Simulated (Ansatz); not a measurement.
Born–Oppenheimer molecular dynamics of H4O4Zr (9 atoms, charge 0, multiplicity 1). It starts from a relaxed structure.

Computed with RHF/def2-SVP in Ansatz 0.2.0.

- ensemble: NVT, Nosé–Hoover chain
- time step: 0.5 fs
- steps asked: 150
- set temperature: 500 K
- thermostat: time constant 100 fs, chain length 5
- seed: 479442

First frame:

```xyz
9
Properties=species:S:1:pos:R:3
Zr -0.221 -0.213 0.085
O -0.252 0.019 2.007
H -0.269 0.134 2.938
O 1.613 -0.292 -0.527
H 2.502 -0.337 -0.825
O -1.119 1.280 -0.758
H -1.561 1.998 -1.169
O -1.127 -1.859 -0.380
H -1.569 -2.659 -0.595
```

(1) How far do the bonds stretch over the last three quarters of this one trajectory? (Pairs bonded in most of those frames.)

Answers

(1) 
```
  bond  mean (Å)  spread (Å)  shortest  longest
Zr1–O2     1.950       0.050      1.87     2.03
Zr1–O4     1.941       0.023      1.90     1.97
Zr1–O6     1.939       0.013      1.92     1.95
Zr1–O8     1.958       0.041      1.89     2.01
 O2–H3     0.939       0.009      0.93     0.95
 O4–H5     0.943       0.019      0.91     0.97
 O6–H7     0.942       0.007      0.93     0.95
 O8–H9     0.942       0.005      0.93     0.95
```

Mean temperature of the second half: 287 K. The conserved energy stayed within 0.16 meV per atom of its start (net change 0.14 meV per atom), so the integration is sound. The mean temperature of the second half is 43 % below the set value. A run of 0.075 ps of so small a system gives no equilibrium averages.

Time of the run: 6.4 min on 1 thread of Arm Neoverse V1, on a shared host, peak memory 0.2 GiB.
